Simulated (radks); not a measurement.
All-electron atom: Nb in [Kr] 4d4 5s1.

All-electron calculation, scalar-relativistic Kohn-Sham, PBEsol, spin-polarised, spherical densities, finite nucleus; open shells are filled with parallel spins first (spin-orbit coupling, left out, can overturn this in heavy ions); Fermi nuclear charge, rms radius 4.324 fm. Program: a radial shooting solver on a logarithmic mesh with Libxc functionals.

Energy parts (hartree):
| part | energy |
|---|---|
| total | -3817.56441 |
| kinetic | 3930.26632 |
| electron-nucleus | -9200.25864 |
| Hartree | 1569.09443 |
| exchange-correlation | -116.66652 |

Orbitals (lengths in bohr, moments of r in powers of bohr; <r^-3> diverges for s and p1/2):
1s up: occ. 1; eigenvalue (hartree) -690.7144; <r^2> 0.001759
1s down: occ. 1; eigenvalue (hartree) -690.7142; <r^2> 0.001759
2s up: occ. 1; eigenvalue (hartree) -96.60601; <r^2> 0.02947
2s down: occ. 1; eigenvalue (hartree) -96.59441; <r^2> 0.02947
2p up: occ. 3; eigenvalue (hartree) -86.27777; <r^2> 0.02320; <r^-3> 2344
2p down: occ. 3; eigenvalue (hartree) -86.26905; <r^2> 0.02320; <r^-3> 2345
3s up: occ. 1; eigenvalue (hartree) -16.09194; <r^2> 0.2255
3s down: occ. 1; eigenvalue (hartree) -16.08475; <r^2> 0.2255
3p up: occ. 3; eigenvalue (hartree) -12.71713; <r^2> 0.2318; <r^-3> 383.8
3p down: occ. 3; eigenvalue (hartree) -12.70918; <r^2> 0.2317; <r^-3> 383.7
3d up: occ. 5; eigenvalue (hartree) -7.19647; <r^2> 0.2265; <r^-3> 50.49
3d down: occ. 5; eigenvalue (hartree) -7.18485; <r^2> 0.2262; <r^-3> 50.49
4s up: occ. 1; eigenvalue (hartree) -2.15511; <r^2> 1.535
4s down: occ. 1; eigenvalue (hartree) -2.08600; <r^2> 1.512
4p up: occ. 3; eigenvalue (hartree) -1.28311; <r^2> 1.973; <r^-3> 51.58
4p down: occ. 3; eigenvalue (hartree) -1.20351; <r^2> 1.931; <r^-3> 53.12
5s up: occ. 1; eigenvalue (hartree) -0.16635; <r^2> 14.67
4d up: occ. 4; eigenvalue (hartree) -0.13670; <r^2> 5.972; <r^-3> 2.772

The highest occupied level is 4d up at -3.720 eV. For comparison, the ionisation energy in NIST's Atomic Spectra Database is 6.759 eV (measured). In exact Kohn-Sham theory the highest level is minus the ionisation energy, but local and semilocal functionals leave it too shallow, through self-interaction and a potential that decays too fast; potentials with the right tail come closer. The density falls to 0.001 e/bohr^3 at r = 4.75 bohr.
